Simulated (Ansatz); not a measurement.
Input for Ansatz (a quantum-chemistry and plane-wave program): R-PBE0/def2-TZVPP on I4Sn (SMILES [I][Sn]([I])([I])[I]). Elements past Kr take the def2 small-core potentials; no spin–orbit coupling.

Ansatz 0.2 input:
```yaml
crystal:
  periodic: [false, false, false]
  atoms:
    - {symbol: Sn, position_ang: [0.00005439, 0.00001725, -0.00000003]}
    - {symbol: I, position_ang: [1.56078672, 1.54132597, 1.56050704]}
    - {symbol: I, position_ang: [1.54760032, -1.55978349, -1.55523776]}
    - {symbol: I, position_ang: [-1.54231914, 1.56700103, -1.55309307]}
    - {symbol: I, position_ang: [-1.56612228, -1.54856076, 1.54782383]}
basis:
  gaussian:
    orbitals: def2-TZVPP
hamiltonian:
  xc: {name: PBE0}
scf: {lower_state_search: off}
```

Problem. Give the final energy of this run.

Solution. -1405.3942 hartree.

Problem. How many basis functions does it have, and what does it roughly cost on one machine?

Solution. 250 functions; very roughly 12 core-seconds.
